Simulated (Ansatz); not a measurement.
Cost and result for the atomization energy of CH₃F₃SSiZn, SMILES `[CH3][Zn][S][Si](F)(F)F` (10 atoms, 9 bonds).

```xyz
10

C    -1.033    2.223    0.108
Zn   -0.761    0.356    0.511
S    -0.573   -1.769    1.070
Si    1.049   -2.089   -0.166
F     0.788   -3.182   -1.271
F     2.342   -2.549    0.608
F     1.440   -0.753   -0.940
H    -0.760    2.419   -0.930
H    -2.079    2.499    0.254
H    -0.413    2.844    0.756
```

Total charge 0; spin multiplicity 1. For Zn the d shell is correlated and the shells below it are frozen. Scalar relativity is left out up to krypton. The geometry is a stationary point of PBE0-D4/def2-TZVP. It is one conformer, not always the lowest. Program: Ansatz. All runs use 2 threads of an AMD EPYC 7R13 on a shared host and a share of an NVIDIA H100 80 GB. Times are those of one run each, without the atoms' runs, and a repeat can differ threefold. Electronic energies, without spin–orbit coupling; frozen cores. CCSD(T)/CBS adds CCSD(T) − MP2 in def2-TZVPP to the MP2 limit, and its time is that of the two runs behind it. T1 = 0.013. With those shells the extrapolation isn't a true limit. B3LYP takes the VWN-RPA correlation (the form of Gaussian; ORCA's B3LYP/G).

CCSD(T)/CBS is a level of theory with its own doubt, some kJ/mol a heavy atom from the limit and from the frozen cores, so smaller differences don't rank the functionals.

```csv
level,functions,wall time
PBE0-D4/def2-TZVPP,314,1.8 s
PBE-D4/def2-TZVPP (with forces),314,2.3 s
r2SCANh-D4/def2-TZVPP,314,2.3 s
r2SCAN-D4/def2-TZVPP (with forces),314,2.5 s
B3LYP-D4/def2-TZVPP (with forces),314,2.5 s
CCSD(T)/def2-SVP,138,2.9 s
CAM-B3LYP-D4/def2-TZVPP,314,3 s
B2PLYP/def2-TZVPP,314,3.9 s
MP2/def2-QZVPP,558,4.5 s
ωB97X-V/def2-TZVPP,314,5.5 s
ωB97M-V/def2-TZVPP (with forces),314,7 s
CCSD(T)/def2-TZVPP,314,13 s
CCSD(T)/CBS(def2),–,17 s
```

Question: What atomization energy does each give, and how far from CCSD(T)/CBS? (Estimate.)

Answer: Computed: 
```csv
level,atomization (kcal/mol),difference from CCSD(T)/CBS,per bond
PBE0-D4/def2-TZVPP,908.6,-9.9,-1.1
PBE-D4/def2-TZVPP (with forces),925.6,7.1,0.8
r2SCANh-D4/def2-TZVPP,914.3,-4.2,-0.5
r2SCAN-D4/def2-TZVPP (with forces),922.2,3.7,0.4
B3LYP-D4/def2-TZVPP (with forces),900.8,-17.7,-2.0
CCSD(T)/def2-SVP,840.6,-77.9,-8.7
CAM-B3LYP-D4/def2-TZVPP,913.0,-5.5,-0.6
B2PLYP/def2-TZVPP,900.2,-18.3,-2.0
MP2/def2-QZVPP,943.2,24.7,2.7
ωB97X-V/def2-TZVPP,918.8,0.3,0.0
ωB97M-V/def2-TZVPP (with forces),917.0,-1.5,-0.2
CCSD(T)/def2-TZVPP,889.8,-28.7,-3.2
CCSD(T)/CBS(def2),918.5,0.0,0.0
```

Leaving LDA and LC-ωPBE aside and taking each functional with its dispersion term where it has one, the values, not all of them listed here, spread over 49.4 kcal/mol, from BHLYP-D4 to PBE-D4. LDA lies +129.8 kcal/mol from PBE without D4, its usual overbinding. From PBE to PBE0 (25 % exact exchange), in def2-TZVPP and without D4, the atomization energy moves by −16.1 kcal/mol: exact exchange takes away binding that semilocal exchange gives to molecules. In def2-TZVPP, CCSD(T) changes the Hartree–Fock value by +211.4 kcal/mol (the triples alone add +15.1 kcal/mol) and MP2 by +247.0 kcal/mol; breaking electron pairs costs correlation energy, which Hartree–Fock lacks.
